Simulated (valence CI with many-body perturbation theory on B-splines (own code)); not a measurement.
## Which ion has this spectrum?

A relativistic CI+MBPT calculation for an atom or ion with 5 electrons gives these levels (eV):

| J | Parity | E | g |
| --- | --- | --- | --- |
| 1/2 | odd | 0.00 | 0.65 |
| 1/2 | even | 127.90 | 2.29 |
| 3/2 | odd | 177.66 | 1.32 |
| 3/2 | even | 267.98 | 1.68 |
| 5/2 | even | 294.34 | 1.39 |
| 3/2 | even | 336.48 | 0.94 |
| 1/2 | even | 339.72 | 1.17 |
| 5/2 | even | 464.24 | 1.39 |
| 3/2 | odd | 477.54 | 1.40 |
| 1/2 | even | 525.10 | 1.84 |
| 3/2 | even | 526.24 | 1.21 |
| 3/2 | odd | 630.33 | 1.42 |
| 5/2 | odd | 647.41 | 1.19 |
| 1/2 | odd | 679.48 | 0.65 |

The energies are calculated, and their last digits are not significant.

Q: Which is it?
A. Pd41+
B. In44+
C. Ag42+
D. Rh40+

A: A. Pd41+, ground level (2s^2 2p1/2) J=1/2.
